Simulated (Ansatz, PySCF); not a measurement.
C2H3BrCl2Si, SMILES C=C[Si](Cl)(Cl)Br.

Geometry optimised at B3LYP-D3(BJ)/def2-SVP. One conformer was computed; it need not be the lowest.

Vertical ionisation energy (IE) and electron affinity (EA) in eV. Rows of orbital energies are one-electron estimates. Where ΔSCF, EOM or ADC give a negative EA the extra electron is unbound and the value depends on the basis.

```tsv
level	IE	EA
−ε(HOMO), −ε(LUMO), CAM-B3LYP/def2-TZVP (PySCF)	9.89	0.14
ΔSCF, ωB97X-V/def2-SVPD (Ansatz), final states of multiplicity 2 and 2	10.86	-0.51
```

Q: What vertical singlet–triplet gap does ΔSCF give with ωB97X-V/def2-SVPD (Ansatz, a program for electronic structure)? (An estimate is asked for; the answer gives what the named calculation found.)

A: 4.32 eV (triplet above singlet where positive).
